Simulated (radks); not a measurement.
The numbers below are computed, except where a source is named.
Charge is removed step by step from the 5s1/2 level of neutral praseodymium, starting from [Xe] 4f3 6s2. Level of theory: Dirac Kohn-Sham, PBE, spin-unpolarised, spherical densities, point nucleus; open shells fill j = l - 1/2 first (a radial shooting solver on a logarithmic mesh with Libxc functionals).

removed (e)  E - E(0) (eV)  eigenvalue (eV)  E minus straight line (eV)
0                    0.000          -38.918                       0.000
0.1                  3.939          -39.877                      -0.468
0.2                  7.977          -40.870                      -0.839
0.3                 12.114          -41.890                      -1.108
0.4                 16.355          -42.933                      -1.275
0.5                 20.702          -43.997                      -1.336
0.6                 25.155          -45.079                      -1.290
0.7                 29.718          -46.178                      -1.135
0.8                 34.391          -47.292                      -0.870
0.9                 39.177          -48.421                      -0.492
1                   44.076          -49.564                       0.000

Removing the whole electron costs 44.076 eV by Delta-SCF, against 38.918 eV from minus the eigenvalue at the starting occupation. Slater's transition state (half an electron removed) gives 43.997 eV. Integrating minus the eigenvalue over the occupation (Janak's theorem) gives 44.076 eV. The mean slope of the eigenvalue, de/dn, is 10.6 eV per electron.
